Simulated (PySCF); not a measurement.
One entry of a table of gas-phase calculations, keyed by method. Lists by class give the value and the number of equivalent atoms.

```json
{
 "formula": "C3H13ClSi4",
 "smiles": "C=CC[Si@H](Cl)[SiH]([SiH3])[SiH3]",
 "inchi": "InChI=1S/C3H13ClSi4/c1-2-3-7(4)8(5)6/h2,7-8H,1,3H2,5-6H3/t7-/m1/s1",
 "charge": 0,
 "multiplicity": 1,
 "geometry_level": "GFN2-xTB",
 "atoms_angstrom": [
  ["C", 2.604, -1.32, 0.164],
  ["C", 2.643, -0.035, -0.143],
  ["C", 1.893, 0.586, -1.266],
  ["Si", 0.324, 1.491, -0.627],
  ["Cl", 0.954, 3.064, 0.508],
  ["Si", -1.032, 0.065, 0.629],
  ["Si", -1.502, -1.893, -0.544],
  ["Si", -2.912, 1.146, 1.487],
  ["H", 3.149, -1.725, 0.999],
  ["H", 2.034, -2.022, -0.423],
  ["H", 3.224, 0.649, 0.462],
  ["H", 2.538, 1.291, -1.793],
  ["H", 1.586, -0.181, -1.977],
  ["H", -0.296, 2.115, -1.805],
  ["H", -0.216, -0.334, 1.802],
  ["H", -2.823, -2.423, -0.198],
  ["H", -0.558, -2.987, -0.311],
  ["H", -1.511, -1.665, -1.993],
  ["H", -3.657, 1.817, 0.418],
  ["H", -2.608, 2.167, 2.491],
  ["H", -3.846, 0.21, 2.12]
 ],
 "electronic_structure_code": "PySCF",
 "results": {
  "GFN2-xTB geometry": {
   "point_group": "C1",
   "rotational_constants_GHz": [0.827, 0.638, 0.41]
  },
  "PBE0/pcSseg-1 ground state and GIAO shieldings, non-relativistic": {
   "dipole_D": 1.4,
   "homo_eV": -7.33,
   "lumo_eV": -0.77,
   "shift_vs_computed_TMS_C_by_class_ppm": [
    [142.5, 1],
    [122.2, 1],
    [32.1, 1]
   ],
   "shift_vs_computed_TMS_H_by_class_ppm": [
    [6.37, 1],
    [5.66, 1],
    [5.37, 1],
    [5.3, 1],
    [3.64, 3],
    [3.5, 1],
    [3.48, 3],
    [2.42, 1],
    [1.68, 1]
   ],
   "shielding_other_nuclei_by_class_ppm": [
    ["Si", 341.3, 1],
    ["Si", 461.1, 1],
    ["Si", 465.7, 1],
    ["Si", 492.9, 1],
    ["Cl", 991.5, 1]
   ],
   "charges_hirshfeld_e_by_atom": [-0.11, -0.04, -0.16, 0.28, -0.13, 0.08, 0.21, 0.21, 0.05, 0.04, 0.04, 0.05, 0.05, -0.08, -0.07, -0.07, -0.07, -0.08, -0.08, -0.07, -0.07]
  }
 }
}
```

In atomic units the dipole is 0.55 e·bohr (1 au = 2.5417 D). With B = h/(8π²I), that is 505.379 GHz u Å² over I, the principal moments of inertia are 611.0, 792.0 and 1233.1 u Å² (most abundant isotopes). The rotational constants make it an asymmetric top with κ = (2B − A − C)/(A − C) = 0.09, midway between the prolate (−1) and oblate (+1) limits. A dipole of 1.40 D is allowed in C1, and pure rotational transitions are dipole-allowed.

One conformer (not necessarily the lowest) at the GFN2-xTB geometry, without solvent or vibrations. NMR classes are plain means over equivalent atoms (diastereotopic ones count apart unless rotation or inversion swaps them), as if these changed places fast; in this geometry the members of some classes differ.

For the NMR shielding job (PBE0/pcSseg-1), the run took 50 s wall (with the writing of density and orbital grids) on an Intel Xeon 6975P-C with one thread, shared host with 96 logical CPUs at a one-minute load of 26, and the process peaked at 1.1 GiB of memory.

Shape of the structure used: `[CH2:1]=[CH:2][CH2:3][Si@H:4]([Cl:5])[SiH:6]([SiH3:7])[SiH3:8]`: C1–C2–C3–Si4 102°, C2–C3–Si4–Cl5 66°, C3–Si4–Si6–Si7 -52°.
